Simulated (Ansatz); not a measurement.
Al(PF3)H3 (AlPH3F3). Charge 0, multiplicity 1. Geometry B3LYP-D4/def2-SVP, basis def2-TZVP, Ansatz.

```xyz
8

Al    1.109    0.953    0.413
F    -0.352   -2.062   -0.886
F    -1.771   -0.171   -1.396
F    -1.774   -1.119    0.829
P    -0.750   -0.652   -0.285
H     0.078    2.087    0.843
H     1.770    1.000   -1.033
H     1.690   -0.037    1.514
```

| run | HOMO (eV) | LUMO (eV) |
| --- | --- | --- |
| A | -9.78 | -0.24 |
| B | -7.59 | -1.98 |
| C | -7.28 | -2.16 |
| D | -8.54 | -1.26 |
| E | -9.97 | -0.13 |

Another isomer (singlet) lies 4.31 eV lower at PBE0-D4/def2-TZVP; other spin states weren't run for this one.

The runs used BHLYP, CAM-B3LYP, PBE, PBE0, r2SCAN. Estimate which is which.

A BHLYP (50 % exact exchange); B r2SCAN (0 % exact exchange); C PBE (0 % exact exchange); D PBE0 (25 % exact exchange); E CAM-B3LYP (range-separated). Exact exchange lowers occupied and raises empty levels; among semilocal functionals meta-GGAs tend to open the gap a little, and such runs are hard to tell apart. The gap grows from 5.11 eV (PBE) to 9.84 eV (CAM-B3LYP).
